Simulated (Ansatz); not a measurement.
Abridged output of a molecular run in Ansatz:

```
Functional definition: HF
1753 factors; integrals over basis functions are off by at most 1.1e-3 eV
mean field evaluation 1: about -16821.5522 eV, gradient 4.5e1 eV
mean field evaluation 2: about -16821.8125 eV, gradient 4.5e1 eV
mean field evaluation 4: about -16826.5427 eV, gradient 4.9e0 eV
mean field evaluation 8: about -16826.6348 eV, gradient 3.1e-1 eV
mean field evaluation 16: about -16826.6355 eV, gradient 1.7e-6 eV
mean field -16826.63549668 eV, -618.3674489997 hartree, gradient 1.7e-6 eV, S^2 0.000000; 0 other end points of the search recorded, 0 dependent functions left out
10 core orbitals not correlated: weight in the atoms' cores, before any rotation towards them, 1.000 or more for the frozen orbitals, at most 0.000 for the correlated occupied ones
reference -16826.63549668 eV, -618.3674489997 hartree; 17, 17 occupied and 268, 268 virtual orbitals, 1753 factors
second order -27.21875185 eV of doubles, -0.00000000 eV of singles
cycle   1  -27.85616307 eV  change   -6.4e-1 eV  update   1.2e-1
cycle   2  -28.51634672 eV  change   -6.6e-1 eV  update   3.4e-2
cycle   3  -28.67074596 eV  change   -1.5e-1 eV  update   2.0e-2
cycle   4  -28.65442839 eV  change    1.6e-2 eV  update   6.1e-3
cycle   5  -28.65210464 eV  change    2.3e-3 eV  update   3.1e-3
cycle   6  -28.65294490 eV  change   -8.4e-4 eV  update   9.5e-4
cycle   7  -28.65235215 eV  change    5.9e-4 eV  update   3.3e-4
cycle   8  -28.65233061 eV  change    2.2e-5 eV  update   1.1e-4
cycle   9  -28.65238400 eV  change   -5.3e-5 eV  update   4.0e-5
cycle  10  -28.65237076 eV  change    1.3e-5 eV  update   1.7e-5
perturbative correction -1.19373600 eV, -0.0438689887 hartree
Total energy: -16856.48160344 eV, -619.4642731927 hartree
```

Its atoms:

```xyz
13

C     1.573   -0.856   -1.550
N     0.798   -0.082   -0.608
B    -0.404   -0.432   -0.017
B    -1.161    0.617    1.093
O    -1.958    0.201    2.118
S    -0.890    2.406    0.921
H     1.699   -0.321   -2.497
H     1.056   -1.794   -1.750
H     2.568   -1.085   -1.157
H     1.215    0.809   -0.378
H    -0.859   -1.510   -0.311
H    -2.063   -0.754    2.127
H    -1.575    2.800    2.010
```

Question: Which basis set was used?
A. def2-TZVPP
B. cc-pV(D+d)Z
C. def2-TZVPPD
D. def2-SVPD

Answer: A. It gives 295 functions.

Question: Write the keys of the input that set method, charge and spin (a neutral closed shell needs none for the last two).

Answer: 
```yaml
correlation: {method: ccsd_t}
```
